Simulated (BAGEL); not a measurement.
# C2H4I2 (1,2-diiodoethane): a scaling law for HF

The species is C2H4I2 (8 atoms), meant as a singlet with charge 0. SMILES: `ICCI`. The coordinates come from a PBE0-D4/def2-TZVP relaxation. This is one conformer, not always the lowest.

HF (DKH2, density fitting with AutoAux), energy, BAGEL 1.2.2, on 1 thread of Intel Xeon at 2.30GHz, shared host. N is the number of basis functions, t the processor time.

| basis | N | t (s) | ln N | ln t |
| --- | --- | --- | --- | --- |
| ANO-RCC-MB | 68 | 5.7 | 4.220 | 1.740 |
| ANO-RCC-VDZ | 88 | 8.2 | 4.477 | 2.104 |
| ANO-RCC-VDZP | 134 | 21 | 4.898 | 3.045 |
| ANO-RCC-VTZP | 252 | ? | 5.529 | ? |

Problem. Fit t = C·Nᵖ to the known rows and estimate the time in ANO-RCC-VTZP.

Solution. 
1. Means of the 3 rows: ln N = 4.53167, ln t = 2.2963.
2. Σ(Δln N)² = 0.23432, Σ(Δln N·Δln t) = 0.45817, so the slope is 0.45817/0.23432 = 1.9553.
3. Intercept: 2.2963 − (1.9553) × 4.53167 = -6.5645. The largest residual of the fit is 0.085.
4. ln t = -6.5645 + 1.9553 × 5.529, so t ≈ 70 s.

The run took 61 s, so the estimate is too long by a factor of about 1.1. The fitted power is 2.0, with the electron count fixed. SCF iterations also vary, from 10 to 15.
